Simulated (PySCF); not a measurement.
Computed Raman spectrum (relative Raman activity) of a molecule C₃H₆OSi. Geometry: ωB97X-D3(BJ)/def2-SVP. The values are those of a single conformer. Method: PySCF with ωB97X-D3(BJ)/def2-SVP. Frequencies are harmonic and unscaled.

Lines under 2 % of the strongest are left out, and lines within 2 cm⁻¹ are merged.

```json
[
 {"ν (cm⁻¹)": "303", "relative intensity": "2.5"},
 {"ν (cm⁻¹)": "368", "relative intensity": "5.5"},
 {"ν (cm⁻¹)": "523", "relative intensity": "3.2"},
 {"ν (cm⁻¹)": "573", "relative intensity": "3.0"},
 {"ν (cm⁻¹)": "610", "relative intensity": "6.5"},
 {"ν (cm⁻¹)": "724", "relative intensity": "6.3"},
 {"ν (cm⁻¹)": "737", "relative intensity": "6.5"},
 {"ν (cm⁻¹)": "792", "relative intensity": "2.1"},
 {"ν (cm⁻¹)": "955", "relative intensity": "5.9"},
 {"ν (cm⁻¹)": "974", "relative intensity": "6.0"},
 {"ν (cm⁻¹)": "1035", "relative intensity": "2.2"},
 {"ν (cm⁻¹)": "1222", "relative intensity": "3.7"},
 {"ν (cm⁻¹)": "1410", "relative intensity": "7.5"},
 {"ν (cm⁻¹)": "1442", "relative intensity": "4.0"},
 {"ν (cm⁻¹)": "1904", "relative intensity": "13"},
 {"ν (cm⁻¹)": "2251", "relative intensity": "100"},
 {"ν (cm⁻¹)": "2259", "relative intensity": "55"},
 {"ν (cm⁻¹)": "3077", "relative intensity": "57"},
 {"ν (cm⁻¹)": "3114", "relative intensity": "55"},
 {"ν (cm⁻¹)": "3144", "relative intensity": "40"},
 {"ν (cm⁻¹)": "3180", "relative intensity": "39"}
]
```

Problem. Which structure fits?
A. C=C1OC[SiH2]1
B. O=C1CC[SiH2]1
C. C1=C[SiH2]OC1
D. C#C[SiH2]OC

Solution. B, O=C1CC[SiH2]1
